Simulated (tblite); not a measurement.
Record of a relaxation.

Compound: C₆H₁₄AsB.
SMILES with atom numbers: `[BH3-:1][AsH2+:2][C@@H:3]([CH3:4])[CH2:5][CH2:6][C:7]#[CH:8]` (hydrogens: H9, H10, H11 on B1; H12, H13 on As2; H14 on C3; H15, H16, H17 on C4; H18, H19 on C5; H20, H21 on C6; H22 on C8)
Bond orders are those of one Lewis drawing.

Computed with GFN2-xTB (tblite), gas phase: L-BFGS steps from a force-field or distance-geometry start until the largest atomic force falls under 0.01 eV/Å. 7 of its 122 geometries are shown.

Step 0: E = -638.7363 eV, largest atomic force 2.185 eV/Å
```
atom  x, y, z in Å  |  force x, y, z in eV/Å
B1      3.037    0.487    0.362    0.287   0.164   0.231
As2     1.909   -0.878   -0.719    1.584   1.326   0.711
C3      0.070   -0.980   -0.008   -0.166  -0.941  -0.107
C4      0.194   -0.810    1.481   -0.025   0.212   1.424
C5     -0.814    0.095   -0.567    0.396   0.585  -1.738
C6     -2.246    0.079   -0.084   -1.159   0.677   0.113
C7     -2.957    1.203   -0.739   -0.064  -0.275   0.213
C8     -3.528    2.120   -1.266    0.117  -0.235   0.081
H9      2.598    1.579    0.181   -0.252  -0.005  -0.236
H10     4.168    0.423    0.010    0.097  -0.124  -0.427
H11     3.030    0.239    1.532   -0.247  -0.294  -0.030
H12     2.611   -2.260   -0.616   -0.845   0.483  -0.590
H13     1.901   -0.426   -2.176   -0.237  -0.864   0.335
H14    -0.344   -1.969   -0.231   -0.119  -0.069  -0.118
H15     1.254   -0.854    1.788   -0.396  -0.205   0.075
H16    -0.384   -1.555    2.076    0.315   0.581  -0.445
H17    -0.138    0.216    1.746    0.141  -0.648   0.091
H18    -0.888   -0.043   -1.685    0.236   0.214   0.603
H19    -0.339    1.095   -0.398   -0.351  -0.590  -0.018
H20    -2.756   -0.868   -0.356    0.271   0.377   0.077
H21    -2.350    0.210    1.012    0.181  -0.053  -0.454
H22    -4.039    2.916   -1.744    0.237  -0.316   0.211
```

Step 20: E = -639.4623 eV, largest atomic force 0.169 eV/Å
```
atom  x, y, z in Å  |  force x, y, z in eV/Å
B1      3.190    0.630    0.364   -0.058  -0.061  -0.066
As2     1.968   -0.723   -0.647    0.024   0.007   0.013
C3      0.110   -0.948    0.038    0.058  -0.019  -0.060
C4      0.129   -0.852    1.565   -0.070   0.001   0.006
C5     -0.772    0.105   -0.631    0.031  -0.015   0.052
C6     -2.224    0.088   -0.137    0.046   0.001  -0.020
C7     -2.966    1.171   -0.748   -0.021  -0.048   0.003
C8     -3.534    2.088   -1.264   -0.027   0.030  -0.020
H9      2.646    1.680    0.191    0.038  -0.100  -0.005
H10     4.274    0.542   -0.120   -0.088   0.018   0.011
H11     3.115    0.222    1.487    0.048   0.035  -0.090
H12     2.322   -2.182   -0.688    0.065   0.156  -0.010
H13     1.652   -0.662   -2.114    0.070  -0.036   0.130
H14    -0.234   -1.945   -0.255   -0.024  -0.019  -0.017
H15     1.113   -1.118    1.961   -0.039  -0.074  -0.032
H16    -0.608   -1.514    2.013   -0.093  -0.044   0.054
H17    -0.089    0.163    1.889    0.100   0.108   0.004
H18    -0.758   -0.065   -1.719   -0.035   0.066   0.102
H19    -0.347    1.100   -0.442    0.007  -0.023  -0.013
H20    -2.695   -0.869   -0.386    0.002   0.035   0.013
H21    -2.253    0.219    0.949   -0.011  -0.033  -0.039
H22    -4.047    2.888   -1.707   -0.023   0.015  -0.015
```

Step 40: E = -639.5554 eV, largest atomic force 0.079 eV/Å
```
atom  x, y, z in Å  |  force x, y, z in eV/Å
B1      3.209    0.682    0.284    0.028   0.017   0.011
As2     1.962   -0.697   -0.568   -0.022   0.035   0.016
C3      0.090   -0.976    0.055    0.016  -0.028   0.013
C4      0.065   -0.919    1.579    0.013  -0.012  -0.006
C5     -0.752    0.125   -0.585    0.013  -0.004   0.038
C6     -2.222    0.097   -0.154   -0.019   0.000  -0.013
C7     -2.970    1.167   -0.780   -0.018   0.025   0.007
C8     -3.579    2.064   -1.284   -0.003   0.016  -0.024
H9      2.667    1.740    0.191   -0.035  -0.039  -0.037
H10     4.213    0.591   -0.350    0.018   0.027   0.031
H11     3.305    0.293    1.410    0.010   0.000  -0.012
H12     2.466   -2.097   -0.563   -0.041  -0.044   0.043
H13     1.715   -0.713   -2.038   -0.013   0.001   0.002
H14    -0.271   -1.957   -0.269    0.032  -0.009  -0.066
H15     0.833   -1.574    2.003   -0.023  -0.002  -0.060
H16    -0.903   -1.238    1.966    0.043   0.021   0.063
H17     0.269    0.100    1.915    0.022  -0.025   0.010
H18    -0.693    0.031   -1.678   -0.035   0.018   0.022
H19    -0.323    1.097   -0.311    0.016   0.039  -0.016
H20    -2.679   -0.859   -0.428    0.022  -0.044   0.004
H21    -2.295    0.218    0.930   -0.015   0.001  -0.009
H22    -4.118    2.846   -1.727   -0.007   0.009  -0.017
```

Step 60: E = -639.5737 eV, largest atomic force 0.067 eV/Å
```
atom  x, y, z in Å  |  force x, y, z in eV/Å
B1      3.202    0.699    0.275    0.004   0.009  -0.010
As2     1.967   -0.716   -0.548    0.009  -0.001  -0.009
C3      0.085   -0.953    0.051   -0.022  -0.017   0.005
C4      0.101   -0.956    1.574   -0.001   0.007   0.035
C5     -0.760    0.166   -0.552    0.032   0.032  -0.015
C6     -2.239    0.108   -0.151    0.028  -0.015   0.009
C7     -2.990    1.168   -0.794   -0.002  -0.016   0.014
C8     -3.589    2.058   -1.323    0.014  -0.017   0.005
H9      2.605    1.723    0.145    0.004  -0.003   0.005
H10     4.207    0.640   -0.361   -0.009   0.003   0.006
H11     3.325    0.346    1.409   -0.031   0.007  -0.020
H12     2.405   -2.140   -0.480    0.000   0.002   0.006
H13     1.752   -0.768   -2.021   -0.015  -0.007  -0.019
H14    -0.285   -1.918   -0.310   -0.006  -0.036  -0.022
H15     0.806   -1.713    1.931   -0.024   0.002   0.004
H16    -0.879   -1.174    1.998    0.026  -0.008   0.000
H17     0.441    0.015    1.941   -0.008   0.005   0.001
H18    -0.692    0.106   -1.646    0.001   0.003  -0.022
H19    -0.347    1.137   -0.254    0.033   0.026   0.052
H20    -2.662   -0.861   -0.434   -0.019   0.003  -0.026
H21    -2.338    0.218    0.932   -0.013   0.030   0.007
H22    -4.124    2.835   -1.782    0.001  -0.009  -0.006
```

Step 81: E = -639.5837 eV, largest atomic force 0.024 eV/Å
```
atom  x, y, z in Å  |  force x, y, z in eV/Å
B1      3.142    0.721    0.227    0.003   0.001  -0.008
As2     1.960   -0.744   -0.580    0.007  -0.009   0.001
C3      0.090   -0.948    0.059    0.006  -0.001  -0.004
C4      0.127   -1.002    1.580   -0.008  -0.007  -0.012
C5     -0.721    0.227   -0.481   -0.005   0.000   0.004
C6     -2.214    0.135   -0.139   -0.009   0.001  -0.004
C7     -2.970    1.175   -0.807    0.010   0.006  -0.005
C8     -3.581    2.034   -1.374    0.001   0.006  -0.003
H9      2.527    1.728    0.056    0.000   0.000  -0.005
H10     4.176    0.676   -0.357    0.008   0.002  -0.009
H11     3.219    0.388    1.372   -0.005   0.012  -0.002
H12     2.407   -2.159   -0.432   -0.009   0.005  -0.001
H13     1.710   -0.885   -2.045    0.011   0.011   0.005
H14    -0.318   -1.885   -0.337   -0.006   0.000   0.007
H15     0.784   -1.814    1.906    0.006  -0.003   0.008
H16    -0.859   -1.171    2.009   -0.014  -0.012   0.015
H17     0.528   -0.065    1.970   -0.004  -0.003   0.010
H18    -0.613    0.260   -1.574   -0.006  -0.001  -0.008
H19    -0.314    1.163   -0.081    0.013   0.007   0.006
H20    -2.604   -0.838   -0.452   -0.002  -0.007   0.009
H21    -2.362    0.237    0.939    0.000  -0.007  -0.004
H22    -4.125    2.786   -1.862    0.003  -0.001   0.001
```

Step 101: E = -639.5866 eV, largest atomic force 0.021 eV/Å
```
atom  x, y, z in Å  |  force x, y, z in eV/Å
B1      3.132    0.754    0.180   -0.002  -0.002  -0.005
As2     1.960   -0.755   -0.552    0.005   0.014   0.004
C3      0.087   -0.958    0.076   -0.006   0.001  -0.012
C4      0.107   -1.059    1.596    0.002   0.008  -0.015
C5     -0.706    0.240   -0.439   -0.011  -0.005  -0.002
C6     -2.205    0.150   -0.130   -0.002  -0.013   0.011
C7     -2.950    1.186   -0.816    0.009   0.008  -0.004
C8     -3.555    2.038   -1.399    0.009   0.002   0.002
H9      2.505    1.739   -0.066    0.007   0.005   0.000
H10     4.166    0.678   -0.403    0.007   0.005   0.003
H11     3.212    0.510    1.346   -0.002   0.004   0.000
H12     2.398   -2.174   -0.418    0.012  -0.006   0.007
H13     1.718   -0.875   -2.018   -0.007  -0.011   0.000
H14    -0.328   -1.878   -0.349   -0.009  -0.008  -0.004
H15     0.760   -1.881    1.906   -0.009  -0.007   0.001
H16    -0.886   -1.238    2.006    0.007  -0.008   0.005
H17     0.504   -0.135    2.020   -0.002   0.009   0.012
H18    -0.577    0.304   -1.529    0.000   0.007  -0.003
H19    -0.295    1.159   -0.004   -0.009  -0.002  -0.006
H20    -2.588   -0.825   -0.450   -0.004  -0.013  -0.008
H21    -2.379    0.250    0.944    0.007   0.004   0.019
H22    -4.091    2.787   -1.901   -0.003   0.008  -0.004
```

Step 121: E = -639.5882 eV, largest atomic force 0.010 eV/Å
```
atom  x, y, z in Å  |  force x, y, z in eV/Å
B1      3.130    0.786    0.148   -0.003   0.002   0.004
As2     1.958   -0.744   -0.544    0.000   0.000   0.001
C3      0.082   -0.966    0.076   -0.003   0.001  -0.002
C4      0.093   -1.093    1.593   -0.006   0.004   0.004
C5     -0.713    0.236   -0.424    0.006   0.003  -0.005
C6     -2.213    0.148   -0.115    0.005  -0.001  -0.001
C7     -2.943    1.193   -0.804    0.005  -0.006  -0.005
C8     -3.520    2.054   -1.401    0.003   0.006   0.001
H9      2.519    1.770   -0.141   -0.003   0.002  -0.005
H10     4.172    0.677   -0.415   -0.006  -0.003   0.001
H11     3.188    0.584    1.323   -0.003   0.000  -0.001
H12     2.420   -2.151   -0.367    0.003  -0.005   0.007
H13     1.725   -0.916   -2.007    0.000   0.002  -0.003
H14    -0.328   -1.881   -0.366    0.005  -0.004   0.002
H15     0.752   -1.913    1.895   -0.001   0.005  -0.001
H16    -0.900   -1.291    1.994   -0.002  -0.005   0.000
H17     0.474   -0.171    2.039    0.009  -0.003  -0.002
H18    -0.584    0.315   -1.513   -0.003   0.000   0.003
H19    -0.301    1.151    0.021   -0.003  -0.002  -0.001
H20    -2.599   -0.824   -0.439   -0.004   0.001  -0.004
H21    -2.388    0.246    0.960    0.006   0.002   0.000
H22    -4.034    2.811   -1.914   -0.006   0.001   0.007
```

Task: Summarise the path.

Result: The energy falls by 19.64 kcal/mol from step 0 to step 121; nine tenths of that is first reached at step 28. It falls at every step. The largest force goes from 2.185 to 0.010 eV/Å. Among the bonds As2–H12 changes most, from 1.553 to 1.491 Å; the atoms move by 0.439 Å rms after alignment.

Task: Follow the three bonds and two angles with the largest change from start to end.

Result: 
```csv
step,E above end (kcal/mol),largest force (eV/Å),As2–H12 (Å),As2–H13 (Å),C6–C7 (Å),H12–As2–H13 (°),B1–As2–H13 (°)
0,19.64,2.185,1.553,1.526,1.483,109.2,107.8
5,7.83,0.737,1.505,1.498,1.448,99.1,117.0
11,4.62,0.343,1.496,1.491,1.446,89.7,121.0
16,3.44,0.190,1.490,1.493,1.452,92.1,124.4
21,2.79,0.172,1.501,1.500,1.447,93.9,124.7
26,2.24,0.176,1.486,1.488,1.449,93.6,125.0
32,1.30,0.165,1.489,1.491,1.448,93.5,123.3
37,0.92,0.132,1.495,1.496,1.450,92.9,122.3
42,0.69,0.078,1.488,1.489,1.448,92.7,121.1
47,0.51,0.065,1.489,1.492,1.450,93.4,120.3
53,0.41,0.099,1.496,1.491,1.449,93.1,120.2
58,0.35,0.053,1.489,1.489,1.449,93.3,120.3
63,0.29,0.077,1.494,1.492,1.451,93.0,121.1
68,0.19,0.054,1.488,1.492,1.447,93.4,122.1
74,0.13,0.044,1.489,1.492,1.449,93.4,123.0
79,0.11,0.033,1.493,1.493,1.449,93.3,123.4
84,0.10,0.033,1.489,1.492,1.449,93.4,123.3
89,0.08,0.026,1.493,1.493,1.449,93.3,122.6
95,0.06,0.025,1.492,1.491,1.449,93.3,121.2
100,0.04,0.023,1.492,1.491,1.449,93.3,120.4
105,0.03,0.016,1.492,1.491,1.449,93.4,120.2
110,0.02,0.030,1.492,1.490,1.449,93.3,120.3
116,0.01,0.028,1.493,1.492,1.449,93.3,120.3
121,0.00,0.010,1.491,1.491,1.449,93.2,120.5
```

What follows is the cost of the whole relaxation. The run took 1.8 s wall on one thread, Arm Neoverse N1 (aarch64), shared host with 64 logical CPUs at a one-minute load of 61.
